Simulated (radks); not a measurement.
Effect of the nuclear size on neutral platinum, [Xe] 4f14 5d9 6s1. Calculated with a radial shooting solver on a logarithmic mesh with Libxc functionals: Dirac Kohn-Sham, relativistic LDA (MacDonald-Vosko exchange, VWN5 correlation), spin-unpolarised, spherical densities, finite nucleus; open shells are shared between the two j in proportion to 2j + 1; Fermi nuclear charge, rms radius 5.427 fm. The rms radius is varied about that value; shifts are against it.

rms radius (fm) = 4.6184: total energy shift (eV) -24.1; density at nucleus (e/bohr^3) 2.07e+06; 1s1/2 shift (meV) -9620; 2s1/2 shift (meV) -1410; 5s1/2 shift (meV) -15.4; 5p1/2 shift (meV) 0.065; 6s1/2 shift (meV) -1.16; 5d5/2 shift (meV) 0.451; 6p1/2 (empty) shift (meV) 0.146
rms radius (fm) = 5.1231: total energy shift (eV) -9.33; density at nucleus (e/bohr^3) 1.989e+06; 1s1/2 shift (meV) -3730; 2s1/2 shift (meV) -545; 5s1/2 shift (meV) -5.98; 5p1/2 shift (meV) 0.025; 6s1/2 shift (meV) -0.449; 5d5/2 shift (meV) 0.175; 6p1/2 (empty) shift (meV) 0.057
rms radius (fm) = 5.427: total energy shift (eV) 0; density at nucleus (e/bohr^3) 1.945e+06; 1s1/2 shift (meV) 0.000; 2s1/2 shift (meV) 0.000; 5s1/2 shift (meV) 0.000; 5p1/2 shift (meV) 0.000; 6s1/2 shift (meV) 0.000; 5d5/2 shift (meV) 0.000; 6p1/2 (empty) shift (meV) 0.000
rms radius (fm) = 5.6983: total energy shift (eV) 8.61; density at nucleus (e/bohr^3) 1.908e+06; 1s1/2 shift (meV) 3440; 2s1/2 shift (meV) 503; 5s1/2 shift (meV) 5.52; 5p1/2 shift (meV) -0.022; 6s1/2 shift (meV) 0.415; 5d5/2 shift (meV) -0.161; 6p1/2 (empty) shift (meV) -0.052
rms radius (fm) = 6.6915: total energy shift (eV) 42.3; density at nucleus (e/bohr^3) 1.792e+06; 1s1/2 shift (meV) 16900; 2s1/2 shift (meV) 2470; 5s1/2 shift (meV) 27.1; 5p1/2 shift (meV) -0.106; 6s1/2 shift (meV) 2.03; 5d5/2 shift (meV) -0.792; 6p1/2 (empty) shift (meV) -0.256

Slopes of the eigenvalues against <r^2> in GHz/fm^2, as finite differences over the two radii next to the reference (eigenvalue slopes, not the field-shift constants of lines): 1s1/2 278000, 2s1/2 40700, 5s1/2 447, 5p1/2 -1.83, 6s1/2 33.6, 5d5/2 -13.1, 6p1/2 (empty) -4.22.
